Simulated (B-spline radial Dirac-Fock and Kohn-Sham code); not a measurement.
# Hg⁵¹⁺: eigenvalues, ΔSCF and the reference

System: Hg⁵¹⁺, [Ar] 3d10 4s1.

The density-functional columns are spherical, spin-unpolarised Dirac-Kohn-Sham results without Breit or QED terms: −ε is minus the orbital energy of the initial state and ΔSCF the difference of two total energies. The reference in the last column comes from relaxed Dirac-Fock hole states (ΔSCF) with Breit and QED corrections and a finite nucleus. All numbers are from a radial finite-basis atomic code, in eV; a selection of levels is shown. For the 1s level of heavy atoms much of the gap between ΔSCF and the reference is the Breit and QED part, -453.9 eV here; for other levels the error of the functional can be larger.

```tsv
level	LDA −ε	LDA ΔSCF	Dirac-Fock
K (1s)	85766.0	86425.4	85979.4
L1 (2s)	17464.6	17617.0	17664.9
L2 (2p1/2)	16893.0	17080.3	17038.6
L3 (2p3/2)	14937.3	15099.3	15102.9
M2 (3p1/2)	5861.7	5929.8	5952.9
M3 (3p3/2)	5407.9	5470.9	5498.2
M4 (3d3/2)	5000.0	5072.1	5067.8
M5 (3d5/2)	4900.8	4971.3	4970.7
N1 (4s)	3029.9	3061.1	3050.4
```

For the outermost level NIST gives 3049.9 ± 1.5 eV (semi-empirical); the differences from it are LDA −ε -19.98, LDA ΔSCF +11.22, Dirac-Fock +0.53 eV.

Values without a named source are computed, but for edge energies of neutral atoms, which are taken from tables.
